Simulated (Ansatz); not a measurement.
System: GeO, charge 0, singlet. GeO (oxogermanium, SMILES [O]=[Ge]).
B3LYP-D3(BJ)/def2-TZVP minimum from Ansatz (an electronic-structure program):
```
Ge
O 1 1.6325
```
Charge 0, spin multiplicity 1.

Total energies in hartree (Ansatz). Open shells are spin-unrestricted; no spin-orbit coupling. Correlated methods leave the cores frozen (noble-gas shells, and filled d and f shells in the p block). No relativity. The T1 diagnostic of GeO ([O]=[Ge], singlet) reaches 0.038 in the sets run.

| species | HF/cc-pVTZ | CCSD(T)/cc-pVTZ | HF/cc-pVQZ | CCSD(T)/cc-pVQZ | CCSD(T)/cc-pV5Z | CCSDT(Q)/cc-pV5Z |
|---|---|---|---|---|---|---|
| 1: GeO (SMILES [O]=[Ge]) | -2150.28672 | -2150.64516 | -2150.29687 | -2150.67720 | -2150.68766 | -2150.68958 |
| 2: Ge (triplet) | -2075.36107 | -2075.42794 | -2075.36359 | -2075.43284 | -2075.43402 | -2075.43452 |
| 3: O (triplet) | -74.81176 | -74.97396 | -74.81729 | -74.99357 | -75.00011 | -75.00049 |

Work out the atomisation energy (electronic, to ground-state atoms) in kcal/mol: take Hartree-Fock from cc-pVQZ, extrapolate the CCSD(T) correlation energy as X^-3 (X = 3, 4), and add CCSDT(Q) - CCSD(T) in cc-pV5Z. 1 hartree = 627.51 kcal/mol.


Species 1: correlation (64·(-0.38033) - 27·(-0.35844))/37 = -0.39630; step -0.00192; E1 = -2150.29687 + (-0.39630) + (-0.00192) = -2150.69509
Species 2: correlation (64·(-0.06925) - 27·(-0.06687))/37 = -0.07099; step -0.00050; E2 = -2075.36359 + (-0.07099) + (-0.00050) = -2075.43508
Species 3: correlation (64·(-0.17628) - 27·(-0.16220))/37 = -0.18655; step -0.00038; E3 = -74.81729 + (-0.18655) + (-0.00038) = -75.00422
-1·E1 +1·E2 +1·E3 = 0.25579 hartree = 160.5 kcal/mol.
